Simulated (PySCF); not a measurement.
**Excitation energy of Al⁺ by level of theory**

Al⁺ [Ne] 3s2 (1S) → Al⁺ [Ne] 3s1 3d1 (3D), as a difference of total energies. All numbers are calculated (PySCF 2.14, scalar relativity by spin-free X2C-1e, in x2c-TZVPPall with one added diffuse shell each of s, p, d type (6s6p4d1f, 51 functions)). Correlated levels: valence and next inner shell: 1s2 frozen. The calculations carry no spin-orbit coupling.

| method | excitation energy (eV) |
| --- | --- |
| UHF | 10.847 |
| MP2 (valence and next inner shell) | 11.654 |
| SCS-MP2 (valence and next inner shell) | 11.838 |
| CCSD (valence and next inner shell) | 11.826 |
| CCSD(T) (valence and next inner shell) | 11.853 |

How much does correlation contribute at CCSD(T) (valence and next inner shell)?

11.853 − (10.847) = 1.006 eV, measured against UHF.

Errors of the correlated levels include the incompleteness of this basis and the frozen core.

For comparison: 11.847 eV (measured; NIST levels, between the centres of gravity of the two terms).
